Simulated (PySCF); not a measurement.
# Atomic charges by several schemes

Compound: C8H21BPS (charge -1).
Geometry (PBE0-D3(BJ)/def2-SVP, Å), atoms numbered from 1 in this order:
```xyz
32
C8H21BPS angstrom
B      0.2988    2.1696   -0.8649
P      0.3503    0.9500    0.6570
S      0.5288    1.7413    2.5038
C     -1.2749   -0.0601    0.6371
C     -2.3627    0.9155    1.0981
C     -1.6234   -0.5398   -0.7715
C     -1.2226   -1.2237    1.6212
C      1.8520   -0.2222    0.4270
C      3.0291    0.7365    0.2114
C      2.1355   -1.0517    1.6766
C      1.7115   -1.1241   -0.7963
H     -0.8124    2.6971   -0.8552
H      1.1908    2.9934   -0.6951
H      0.4697    1.5069   -1.8944
H     -2.1316    1.2983    2.1030
H     -3.3375    0.3946    1.1141
H     -2.4349    1.7764    0.4174
H     -1.6136    0.2986   -1.4829
H     -2.6356   -0.9845   -0.7702
H     -0.9276   -1.3049   -1.1420
H     -2.2351   -1.6423    1.7681
H     -0.5775   -2.0400    1.2624
H     -0.8423   -0.8733    2.5943
H      3.9691    0.1591    0.1447
H      3.1010    1.4409    1.0546
H      2.9037    1.3226   -0.7100
H      1.4186   -1.8745    1.8058
H      2.0816   -0.4064    2.5684
H      3.1453   -1.4956    1.6074
H      0.9738   -1.9250   -0.6344
H      1.4157   -0.5495   -1.6867
H      2.6802   -1.6126   -1.0092
```

Density: PBE0/pcSseg-1 (PySCF); schemes: Mulliken, IAO, Hirshfeld and ESP-fitted. Isolated species at its PBE0-D3(BJ)/def2-SVP geometry, gas phase. The pcSseg-1 basis has no diffuse functions, a weakness for an anion.

Problem. Atoms with like bonding are taken together and averaged. For which atoms does the sign change between the 4 schemes (beyond +0.03 e in one, beyond −0.03 e in another)?

Solution. C4/C8. Atomic charges aren't observables, and each scheme defines them in its own way.

Problem. Do the Mulliken, IAO, Hirshfeld and ESP-fitted schemes agree on where the charge is highest?

Solution. The schemes don't all agree: Mulliken P2 (+0.447); IAO P2 (+0.890); Hirshfeld P2 (+0.292); ESP-fitted C4/C8 (+0.688).

Problem. Do the Mulliken, IAO, Hirshfeld and ESP-fitted schemes agree on where the charge is lowest?

Solution. The schemes don't all agree: Mulliken C4/C8 (-0.698); IAO S3 (-0.765); Hirshfeld S3 (-0.415); ESP-fitted S3 (-0.579).

Problem. What partial charge does each atom carry?

Solution. In e; atoms taken as equivalent share a row and are averaged (×n: the atom named and its like, n in all):

| atom | environment | Mulliken | IAO | Hirshfeld | ESP-fitted |
| --- | --- | --- | --- | --- | --- |
| B1 | four-coordinate boron | -0.213 | -0.685 | -0.190 | -0.436 |
| P2 | phosphorus bonded to B, 2 C and S | +0.447 | +0.890 | +0.292 | +0.071 |
| S3 | sulfur bonded to P | -0.554 | -0.765 | -0.415 | -0.579 |
| C4/C8 | sp3 carbon bound to phosphorus | -0.698 | -0.123 | -0.009 | +0.688 |
| C5 (×6) | methyl carbon | -0.164 | -0.402 | -0.128 | -0.514 |
| H12/H13/H14 | B–H hydrogen | -0.072 | -0.024 | -0.109 | -0.063 |
| H15 (×18) | methyl hydrogen | +0.106 | +0.127 | +0.024 | +0.102 |

Mean size of the charges over all atoms: ESP-fitted 0.237 e, IAO 0.230 e, Mulliken 0.179 e, Hirshfeld 0.076 e. Each set sums to the total charge, -1, to within 0.001 e. The IAO scheme projects the occupied orbitals on a minimal set of polarised atomic orbitals and counts the electrons in each atom's part of it.

Some averages cover members that differ in this geometry: C5 (×6), ESP-fitted -0.657 to -0.363; H15 (×18), ESP-fitted +0.051 to +0.173; H12/H13/H14, Mulliken -0.112 to -0.041; H15 (×18), Mulliken +0.074 to +0.144 e.

Problem. How closely do the schemes follow one another over all atoms?

Solution. Correlation coefficient and root-mean-square difference: IAO with Hirshfeld 0.93, 0.211 e; Mulliken with IAO 0.73, 0.215 e; Mulliken with Hirshfeld 0.66, 0.189 e; Hirshfeld with ESP-fitted 0.65, 0.263 e; IAO with ESP-fitted 0.65, 0.266 e; Mulliken with ESP-fitted 0.07, 0.390 e.

Problem. Sum the charges by element, for elements with more than one atom.

Solution. 
```json
{"element": "C", "atoms": "8", "Mulliken": "-2.379", "IAO": "-2.656", "Hirshfeld": "-0.788", "ESP-fitted": "-1.708"}
{"element": "H", "atoms": "21", "Mulliken": "+1.699", "IAO": "+2.217", "Hirshfeld": "+0.102", "ESP-fitted": "+1.652"}
```

Problem. How many electrons does the IAO scheme count on C11?

Solution. Its own charge is -0.398 e, so Z − q = 6.398.

The run behind these numbers computed NMR shieldings as well. Hardware: Intel Xeon Platinum 8488C, one thread, no GPU (shared host). Cost: 4.6 min (with the writing of density and orbital grids), 1.8 GiB resident at most.
